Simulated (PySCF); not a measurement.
H₃MnO₃, neutral, multiplicity 5. Atoms are numbered in the order given.

```xyz
7

Mn     0.1116     0.0932     0.0144
O     -1.1160    -1.1879    -0.0607
H     -1.9269    -0.8873    -0.4896
O     -0.5150     1.4894    -0.8882
H     -1.1170     1.5692    -1.6316
O      1.4648    -0.5133     0.9823
H      1.5826    -1.3182     1.4924
```
Charge 0, spin multiplicity 5.

Geometry optimised at PBE0-D3(BJ)/def2-SVP. The multiplicity is an assumed one; other spin states were not compared. Other conformers were not sampled.

Computed with PBE0-D3(BJ)/def2-SVP (PySCF).

Frequencies are harmonic and unscaled.

Computed normal modes with their intensities:
```
mode  ν (cm⁻¹)  IR (km/mol)  moving atoms (share of kinetic energy)
----  --------  -----------  --------------------------------------
1          109         36.5                          H 60 %, O 34 %
2          132         41.3                          H 50 %, O 44 %
3          163          1.7                 Mn 40 %, O 34 %, H 25 %
4          176          5.4                 O 57 %, H 27 %, Mn 16 %
5          219        139.8                          H 77 %, O 19 %
6          315        210.8                          H 83 %, O 15 %
7          490        170.5                          H 74 %, O 26 %
8          567        164.0                          H 68 %, O 31 %
9          662         18.9                          O 83 %, H 17 %
10         699        145.9                         O 72 %, Mn 27 %
11         738        141.9                 H 41 %, O 40 %, Mn 19 %
12         851         96.4                 H 56 %, O 24 %, Mn 20 %
13        3876         73.6                                  H 94 %
14        3951        259.2                                  H 94 %
15        3955         26.4                                  H 94 %
```
